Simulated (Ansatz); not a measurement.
Stepwise reaction of `C[Si](N)(N)Cl` with hydrogen, as a gas-phase model of exchange steps in deposition or etching. ΔE in kJ/mol; ΔG adds harmonic PBE0-D4 terms to CCSD(T)/CBS, at 1 bar.

Program: Ansatz. Geometries: PBE0-D4/def2-TZVP. ΔE: electronic, gas phase. CCSD(T)/CBS is the MP2 limit (def2-TZVPP, def2-QZVPP) plus CCSD(T) − MP2 in def2-TZVPP, frozen cores. This one scheme is used for every species. Functionals use def2-TZVPP. B3LYP here is the variant with VWN-RPA as its local correlation; programs differ in this. Each species was taken in one conformer, which may not be the lowest.

| step | reaction | PBE-D4 | B3LYP-D4 | ωB97M-V | CCSD(T)/CBS | ΔG(400 K) |
| --- | --- | --- | --- | --- | --- | --- |
| 2 | `C[SiH](N)Cl` + H₂ → `C[SiH2]Cl` + NH₃ | 43.9 | 46.1 | 47.0 | 45.5 | 47.1 |

(1) Give the row of step 1, `C[Si](N)(N)Cl` + H₂ → `C[SiH](N)Cl` + NH₃. (An estimate is asked.)

(2) By hand: ΔE of the 2 steps together at CCSD(T)/CBS.

## Answers

(1) Ansatz gave: 
```json
{"step": "1", "reaction": "`C[Si](N)(N)Cl` + H₂ → `C[SiH](N)Cl` + NH₃", "PBE-D4": "44.2", "B3LYP-D4": "48.2", "ωB97M-V": "49.3", "CCSD(T)/CBS": "48.5", "ΔG(400 K)": "50.0"}
```

(2) (48.5) + (45.5) = 94.0 kJ/mol, or 47.0 kJ/mol a step.

In ΔE the steps differ by no more than 3.0 kJ/mol. All are uphill at CCSD(T)/CBS. ΔG lies between 47.1 and 50.0 kJ/mol a step. PBE-D4 differs from CCSD(T)/CBS by -4.3 to -1.6 kJ/mol a step. Only this route is followed, and other bonds may react first. Isolated molecules leave out the surface, adducts and barriers. Largest T1 diagnostic: 0.009.
